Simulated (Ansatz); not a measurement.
One geometry of W₃O₅, several levels of theory.

```yaml
crystal:
  periodic: [false, false, false]
  atoms:
    - {symbol: W, position_ang: [0.124315, 1.290720, 0.466069]}
    - {symbol: W, position_ang: [-0.541605, -1.006651, 1.265247]}
    - {symbol: W, position_ang: [0.250128, -0.766685, -1.117111]}
    - {symbol: O, position_ang: [0.371475, 0.304262, 2.225254]}
    - {symbol: O, position_ang: [1.352936, 0.824108, -0.963291]}
    - {symbol: O, position_ang: [-0.939839, -0.869410, -2.354219]}
    - {symbol: O, position_ang: [-1.140988, 2.418481, 0.175870]}
    - {symbol: O, position_ang: [0.523589, -2.194836, 0.302181]}
basis:
  gaussian: {orbitals: def2-SVP, initial_orbitals: start.molden}
hamiltonian: {xc: pbe0, dispersion: d4}
scf: {omitted_lower_state_checks: [starts]}
output: {orbitals: {seedname: orbitals}}
```

The file start.molden holds the orbitals of an earlier run on this structure, at another level or in another basis.

```sh
$ ansatz run in.yaml --threads 4 --pin off --events-out ev --progress --plain --max-ram 4787MiB
```

Output, abridged:

```
Functional definition: PBE0
1756 factors; their error is unknown
mean field evaluation 1: about -15697.0556 eV, gradient 4.2e1 eV
mean field evaluation 2: about -15697.6924 eV, gradient 1.0e0 eV
mean field evaluation 4: about -15697.8764 eV, gradient 2.5e-1 eV
mean field evaluation 8: about -15697.8765 eV, gradient 1.7e-5 eV
mean field -15697.87653360 eV, -576.8863222068 hartree, gradient 1.7e-5 eV, S^2 0.000000; 0 other end points of the search recorded, 0 dependent functions left out
reference -15697.87658310 eV, -576.8863240261 hartree; 41, 41 occupied and 125, 125 virtual orbitals, 1756 factors
Total energy: -15698.25003581 eV, -576.9000481601 hartree
Checks for a lower state left out: starts
```

Run time 2.2 s (4 threads of AMD EPYC 9R45 on a shared host).

As the first input, with `gaussian: {orbitals: def2-TZVPD, initial_orbitals: start.molden}`, `hamiltonian: {xc: pbe, dispersion: d4}` (abridged; 3.4 s):

```
Functional definition: PBE
mean field -15718.57516262 eV, -577.6469827936 hartree, gradient 1.3e-5 eV, S^2 0.000000
Total energy: -15719.00814365 eV, -577.6628945527 hartree
Checks for a lower state left out: starts
```

The first input with `gaussian: {orbitals: def2-TZVP, initial_orbitals: start.molden}`, `hamiltonian: {xc: lda}` (abridged; 1.4 s):

```
Functional definition: SPW92
mean field -15645.63168592 eV, -574.9663594676 hartree, gradient 1.0e-5 eV, S^2 0.000000
Total energy: -15645.63174085 eV, -574.9663614860 hartree
Checks for a lower state left out: starts
```

The first input with `gaussian: {orbitals: def2-TZVP, initial_orbitals: start.molden}`, `correlation: {method: mp2}` and without the key `hamiltonian` (abridged; 7 s):

```
Functional definition: HF
mean field -15612.38131193 eV, -573.7444307612 hartree, gradient 3.0e-6 eV, S^2 0.000000; unrestricted orbitals would lower it
mean field evaluation 16: about -15612.7423 eV, gradient 1.9e0 eV
5 core orbitals not correlated: weight in the atoms' cores, before any rotation towards them, 1.000 or more for the frozen orbitals, at most 0.000 for the correlated occupied ones
second order -68.25296987 eV of doubles, -0.00000000 eV of singles
Total energy: -15680.63428180 eV, -576.2526811405 hartree
Checks for a lower state left out: starts
```

As the first input, with `hamiltonian: {xc: {name: LC-wPBE, parameters: {omega: 0.1/bohr}}}` (abridged; 2.8 s):

```
Functional definition: LC-wPBE
mean field -15706.34792886 eV, -577.1976402405 hartree, gradient 2.1e-5 eV, S^2 0.000000
Total energy: -15706.34792903 eV, -577.1976402469 hartree
Checks for a lower state left out: starts
```

The first input with `hamiltonian: {xc: {name: LC-wPBE, parameters: {omega: 0.2/bohr}}}` (abridged; 2.3 s):

```
Functional definition: LC-wPBE
mean field -15705.66301836 eV, -577.1724702439 hartree, gradient 2.1e-5 eV, S^2 0.000000
Total energy: -15705.66301839 eV, -577.1724702453 hartree
Checks for a lower state left out: starts
```

As the first input, with `gaussian: {orbitals: def2-TZVP, initial_orbitals: start.molden}`, `hamiltonian: {xc: pbe}`, `correlation: {method: rpa}` and without the key `output` (abridged; 16 s):

```
Functional definition: PBE
mean field -15718.46257079 eV, -577.6428451200 hartree, gradient 1.8e-6 eV, S^2 0.000000; unrestricted orbitals would lower it
mean field evaluation 16: about -15612.5172 eV, gradient 1.8e0 eV
5 core orbitals not correlated: weight in the atoms' cores, before any rotation towards them, 1.000 or more for the frozen orbitals, at most 0.000 for the correlated occupied ones
Total energy: -15700.28811550 eV, -576.9749462072 hartree
Checks for a lower state left out: starts
```

Geometry: r2SCAN-D4/def2-SVP.

In the def2 sets W takes a core potential; there is no spin–orbit coupling. Correlated methods freeze 5 core orbitals; core or outer-core shells of W are correlated, in sets that lack core-valence functions. The restricted singlet is unstable towards broken spin symmetry at other levels; at PBE0-D4/def2-SVP, PBE-D4/def2-TZVPD, LDA (SPW92)/def2-TZVP, LC-ωPBE (ω = 0.10 bohr⁻¹)/def2-SVP and others this wasn't settled. At MP2/def2-TZVP, RPA@PBE/def2-TZVP the restricted singlet (for correlated methods, its reference) is unstable: a solution with broken spin symmetry lies lower. The order of the spin states hangs on the level: the triplet lies 0.07 eV below the singlet at PBE0-D4/def2-TZVP, but 0.13 eV above it at LDA (SPW92)/def2-TZVP. The structure comes from a short search, and lower isomers may exist.
